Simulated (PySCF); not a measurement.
## Substituent chemical shifts

Parent skeleton `[CH3:1][C:2]([F:3])=[C:4]([SiH3:5])[CH2:6][F:7]`; one hydrogen on atom 5 is replaced by X. Hydrogens on one atom are averaged.

PySCF 2.14 calculation with GFN2-xTB geometry and PBE0/pcSseg-1 with gauge-including orbitals; non-relativistic, averaged over atoms made equivalent by symmetry, fast rotation or ring inversion, a single conformation, isolated molecule.

Scale: ¹³C (σ = 186.93 ppm) and ²⁹Si (σ = 349.16 ppm) and ¹H (σ = 31.72 ppm) vs TMS; CFCl3 for ¹⁹F (σ = 170.95 ppm) (reference shieldings calculated alike).

Parent (X = H): C1 21.1, C2 170.6, F3 -66.2, C4 110.2, Si5 -84.2, C6 82.7, F7 -245.0, H(C1) 2.10, H(Si5) 4.26 ppm. Effects are Δδ = δ(X) − δ(H), positive for deshielding.

Known members:
| X | C1 | C2 | F3 | C4 | Si5 | C6 | F7 | H(C1) | H(Si5) |
| --- | --- | --- | --- | --- | --- | --- | --- | --- | --- |
| F | -2.3 | +15.2 | +9.0 | +1.8 | +74.6 | -4.1 | -4.3 | +0.31 | +1.28 |
| OH | -3.3 | -2.5 | +9.8 | +4.3 | +54.1 | +2.0 | -4.5 | -0.11 | +1.07 |

Four more derivatives gave (Δδ, ppm):
| compound | C1 | C2 | F3 | C4 | Si5 | C6 | F7 | H(C1) | H(Si5) |
| --- | --- | --- | --- | --- | --- | --- | --- | --- | --- |
| 1 | -0.2 | +13.0 | +11.6 | -1.9 | +5.8 | +0.0 | +5.7 | +0.18 | +0.67 |
| 2 | -0.8 | +14.2 | +9.6 | +0.2 | +51.7 | +0.8 | +6.6 | +0.22 | +0.82 |
| 3 | -0.2 | +1.9 | +5.5 | +0.3 | +33.2 | +2.6 | -2.6 | +0.29 | -0.08 |
| 4 | -3.1 | -0.3 | -1.8 | +9.8 | +28.9 | +1.9 | -0.1 | -0.04 | +0.23 |

Task: Their substituents are CH2SiH3, SCH3, allyl, ethynyl. Which is which?

Result: 1: X = ethynyl (C#C[SiH2]/C(CF)=C(/C)F); 2: X = SCH3 (CS[SiH2]/C(CF)=C(/C)F); 3: X = allyl (C=CC[SiH2]/C(CF)=C(/C)F); 4: X = CH2SiH3 (C/C(F)=C(\CF)[SiH2]C[SiH3]).

Unscaled 19F shifts against computed CFCl3 carry errors that often reach 10 to 50 ppm.
